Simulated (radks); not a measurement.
The numbers below are computed, except where a source is named.
Dy28+, configuration [Kr] 4d2. Code: a radial shooting solver on a logarithmic mesh with Libxc functionals. Model: scalar-relativistic Kohn-Sham, PBE, spin-polarised, spherical densities, finite nucleus; open shells are filled with parallel spins first (spin-orbit coupling, left out, can overturn this in heavy ions); Fermi nuclear charge, rms radius 5.2218 fm.

Unscreened Slater integrals over Kohn-Sham orbitals (hartree). They are taken over the spin-up orbitals.

\begin{tabular}{lr}
integral & value \\ \hline
F0(4d,4d) & 1.7707 \\
F2(4d,4d) & 0.90731 \\
F4(4d,4d) & 0.61810 \\
F0(4d,4p) & 1.7776 \\
F2(4d,4p) & 0.91695 \\
G1(4d,4p) & 1.1460 \\
G3(4d,4p) & 0.73319 \\
F0(4d,4s) & 1.8034 \\
G2(4d,4s) & 0.90568 \\
F0(4d,3d) & 2.2801 \\
F2(4d,3d) & 0.64953 \\
F4(4d,3d) & 0.32270 \\
G0(4d,3d) & 0.20850 \\
G2(4d,3d) & 0.26229 \\
G4(4d,3d) & 0.20587 \\
F0(4p,4p) & 1.7887 \\
F2(4p,4p) & 0.93790 \\
F0(4p,4s) & 1.8145 \\
G1(4p,4s) & 1.2324 \\
F0(4p,3d) & 2.2743 \\
F2(4p,3d) & 0.63510 \\
G1(4p,3d) & 0.20592 \\
G3(4p,3d) & 0.20687 \\
F0(4s,4s) & 1.8424 \\
F0(4s,3d) & 2.3200 \\
G2(4s,3d) & 0.21219 \\
F0(3d,3d) & 4.3287 \\
F2(3d,3d) & 2.2018 \\
F4(3d,3d) & 1.4155 \\
\end{tabular}

Derived for the open shells (J is the average intra-shell exchange parameter used in DFT+U). 4d: Racah B = F2/49 - 5 F4/441 = 0.01151 hartree, C = 35 F4/441 = 0.04906 hartree, C/B = 4.26, F4/F2 = 0.681, J = (F2 + F4)/14 = 0.1090 hartree.
